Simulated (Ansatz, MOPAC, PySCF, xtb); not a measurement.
Spectroscopic constants of SiN-, closed-shell singlet (lowest of 2S+1 = 1, 3, 5 at CCSD(T)/def2-TZVPP on PBE0 minima; our sources give no spin for the ground state, which may be another).

The constants come from a fifth-degree fit in 1/R (seven points, main isotopes). In def2 and cc sets the state is the lowest found near the PBE0 minimum, followed along R. The singlet is held restricted. HF and MP2 rows in def2 and cc sets belong to the determinant that coupled cluster picked by its CCSD energy.

Run with Ansatz (Gaussian orbitals); MOPAC for AM1, PM6 (differences of heats of formation); PySCF for 3-21G rows, 6-31G* rows, STO-3G rows; xtb for the GFN methods. 

| level | r_e (Å) | ω_e (cm⁻¹) | B_e (cm⁻¹) | ω_e x_e (cm⁻¹) |
|---|---|---|---|---|
| AM1 | 1.515 | 1422 | 0.787 | 4.2 |
| PM6 | 1.642 | 1054 | 0.670 | 4.3 |
| GFN1-xTB | 1.552 | 1363 | 0.750 | 7.6 |
| HF/STO-3G | 1.513 | 1559 | 0.789 | 3.7 |
| HF/3-21G | 1.601 | 1289 | 0.705 | 4.1 |
| HF/6-31G* | 1.554 | 1344 | 0.748 | 4.4 |
| HF/aug-cc-pV(Q+d)Z | 1.549 | 1334 | 0.753 | 4.6 |
| BP86/6-31G* | 1.612 | 1114 | 0.695 | 5.1 |
| B3LYP/6-31G* | 1.593 | 1176 | 0.712 | 5.0 |
| PBE0/def2-TZVPP | 1.580 | 1208 | 0.723 | 5.0 |
| BHLYP/def2-TZVPP | 1.563 | 1268 | 0.740 | 4.9 |
| CAM-B3LYP/def2-TZVPP | 1.569 | 1243 | 0.734 | 4.9 |
| wB97X-V/def2-TZVPP | 1.571 | 1251 | 0.732 | 4.7 |
| wB97M-V/def2-TZVPP | 1.572 | 1241 | 0.731 | 4.8 |
| B2PLYP/def2-TZVPP | 1.602 | 1108 | 0.704 | 6.7 |
| MP2/def2-QZVPP | 1.621 | 1027 | 0.687 | 8.3 |
| MP2/aug-cc-pV(5+d)Z | 1.622 | 1022 | 0.687 | 8.3 |
| MP2/CBS(aug-cc-pV(Q+d)Z, aug-cc-pV(5+d)Z) | 1.620 | 1026 | 0.688 | 8.3 |
| SCS-MP2/aug-cc-pV(Q+d)Z | 1.616 | 1049 | 0.691 | 7.7 |
| SCS-MP2/def2-QZVPP | 1.614 | 1058 | 0.694 | 7.7 |
| SCS-MP2/aug-cc-pV(5+d)Z | 1.614 | 1055 | 0.693 | 7.7 |
| CCSD/aug-cc-pV(T+d)Z | 1.590 | 1177 | 0.714 | 5.3 |
| CCSD/aug-cc-pV(Q+d)Z | 1.585 | 1190 | 0.719 | 5.3 |
| CCSD/def2-QZVPP | 1.583 | 1195 | 0.721 | 5.3 |
| CCSD/aug-cc-pV(5+d)Z | 1.583 | 1195 | 0.721 | 5.3 |
| CCSD(T)/aug-cc-pV(T+d)Z | 1.605 | 1118 | 0.701 | 5.9 |
| CCSD(T)/def2-TZVPP | 1.604 | 1125 | 0.702 | 5.8 |
| CCSD(T)/aug-cc-pV(Q+d)Z | 1.600 | 1131 | 0.706 | 5.8 |
| CCSD(T)/aug-cc-pV(5+d)Z | 1.597 | 1136 | 0.708 | 5.9 |
| CCSD(T)/CBS(aug-cc-pV(Q+d)Z, aug-cc-pV(5+d)Z) | 1.596 | 1140 | 0.709 | 5.9 |

Cores are frozen in the correlated methods. CBS(a, b) extrapolates the correlation energy as X⁻³ and adds the Hartree–Fock energy of set b. Rows in 3-21G, 6-31G*, STO-3G carry no dispersion term and start afresh at each structure (6-31G* with six Cartesian d functions). The state reached by AM1, PM6 isn't checked.

Doubts at one or more of the structures used: a restricted determinant that unrestricted orbitals would lower (HF/aug-cc-pV(Q+d)Z, MP2/def2-QZVPP, MP2/aug-cc-pV(5+d)Z, MP2/CBS(aug-cc-pV(Q+d)Z, aug-cc-pV(5+d)Z), SCS-MP2/aug-cc-pV(Q+d)Z, SCS-MP2/def2-QZVPP, SCS-MP2/aug-cc-pV(5+d)Z, CCSD/aug-cc-pV(T+d)Z, CCSD/aug-cc-pV(Q+d)Z, CCSD/def2-QZVPP, CCSD/aug-cc-pV(5+d)Z, CCSD(T)/aug-cc-pV(T+d)Z, CCSD(T)/def2-TZVPP, CCSD(T)/aug-cc-pV(Q+d)Z, CCSD(T)/aug-cc-pV(5+d)Z, CCSD(T)/CBS(aug-cc-pV(Q+d)Z, aug-cc-pV(5+d)Z)).

Ansatz is a quantum-chemistry and plane-wave program.
